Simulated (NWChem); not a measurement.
Species: SnH4S; SMILES [SH][SnH3]

All runs: NWChem. The geometry was optimised at PBE-D3(BJ)/def2-SVP. def2 effective core potentials on Sn; no spin-orbit coupling. Hybrids' shares of exact exchange are those that their runs print; pure functionals count as 0. The functionals differ in more than this share.

| row | share of exact exchange | orbital gap (eV) |
|---|---|---|
| PBE/def2-TZVP | 0.00 | 4.39 |
| RPBE/def2-TZVP | 0.00 | 4.42 |
| B3LYP/def2-TZVP | 0.20 | 5.93 |
| BHandHLYP/def2-TZVP | 0.50 | 8.33 |
| Hartree-Fock/def2-TZVP | 1.00 | withheld |

Task: Fit a straight line of the last column on the one before it, predict the withheld value, and compare with the run.

Result: 
1. Means of the 4 shown rows: x = 0.175, y = 5.768. Slope Σ(x − x̄)(y − ȳ)/Σ(x − x̄)² = 1.314/0.1675 = 7.843; intercept 4.395.
2. The shown rows scatter about the line by 0.022 (root mean square); the largest residual is -0.03, at B3LYP/def2-TZVP.
3. At x = 1.00 (Hartree-Fock/def2-TZVP; beyond the shown range) the line gives 12.24.
4. The run gives 12.04, -0.20 from the line, 9.0 times the scatter.
